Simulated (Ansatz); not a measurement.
```xyz
8

B    -0.0009   -0.0469   -0.8981
N     0.0271   -0.0101    0.7603
H     0.0480   -1.1730   -1.2297
H    -1.0455    0.5784   -1.2845
H     0.9829    0.5596   -1.2364
H     0.0302    0.9600    1.1276
H    -0.8685   -0.4962    1.0983
H     0.7807   -0.4709    1.0640
```

Basis set: cc-pVDZ (spherical functions). Left uncorrelated: 2 orbitals. Charge 0, multiplicity 1.

Computed with Ansatz (development build ahead of 0.2.0); each method stands on the lowest determinant of its kind that the runs found. Restricted open shells among the atoms or ions are ROHF, correlated in semicanonical orbitals with singles.

Task: Give the atomization energy at this shape (free ground-state atoms in the same class of orbitals less the molecule, no zero-point energy) of singlet BNH₆ by RHF-MP2, RHF.

Result:

```csv
method,atomization energy
RHF-MP2,2324.4 kJ/mol
RHF,1837.9 kJ/mol
```

Caution: the shape is not the minimum.
